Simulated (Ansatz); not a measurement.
`[OH][AlH][CH2]F` + H₂ → `F[CH2][AlH2]` + H₂O at 298.15 K and 1 bar (hydrogenolysis of the Al–O bond).

Program: Ansatz. Geometries: PBE0-D4/def2-TZVP. ΔE: electronic, gas phase. CBS: MP2 limit from def2 TZ/QZ plus the TZ coupled-cluster correction, frozen cores. This one scheme is used for every species. One conformer a species, not always the lowest.

| species | CCSD(T)/CBS energy (Eh) | H − E (kJ/mol) | S (J/(mol·K)) |
| --- | --- | --- | --- |
| `[OH][AlH][CH2]F` | -457.47532 | 148.1 | 325.0 |
| H₂ | -1.17544 | 35.1 | 130.4 |
| `F[CH2][AlH2]` | -382.22364 | 124.9 | 292.3 |
| H₂O | -76.37941 | 66.4 | 188.7 |

H − E and S are ideal-gas, rigid-rotor, harmonic terms from PBE0-D4/def2-TZVP, for one conformer and one mirror image of each species. The MP2-based limit puts H₂ 0.8 mEh under its directly extrapolated value; such offsets cancel only in part. 1 Eh = 2625.50 kJ/mol, R = 8.31446 J/(mol·K).

**Question.** By hand: ΔE, ΔH, ΔS and ΔG.

**Answer.** ΔE = (-382.22364) + (-76.37941) − (-457.47532) − (-1.17544) = 0.04771 Eh = 125.3 kJ/mol. Δ(H − E) = 124.9 + 66.4 − 148.1 − 35.1 = 8.1, so ΔH = 133.4 kJ/mol. ΔS = 292.3 + 188.7 − 325.0 − 130.4 = 25.6 J/(mol·K). ΔG = 133.4 − 298.15 × (25.6)/1000 = 125.8 kJ/mol.

**Question.** By hand: the equilibrium constant, and the temperature at which ΔG would vanish if ΔH and ΔS stayed fixed.

**Answer.** log₁₀ K = −ΔG/(RT ln 10) = -22.0. ΔG = 0 at ΔH/ΔS = 5211 K, far beyond where these terms or the molecules hold.

ΔH outweighs TΔS. A doubt of 5 kJ/mol in ΔE shifts log₁₀ K by 0.9 here. Other conformers and mirror images would add mixing entropy, several J/(mol·K) or more a flexible species. Modes under 60 cm⁻¹, often nearly free rotors, make the harmonic entropy too high. These are equilibria of isolated gas molecules and say nothing of rates. Largest T1 diagnostic: 0.012 (customary marks: 0.02 for closed shells, 0.045 for open ones).
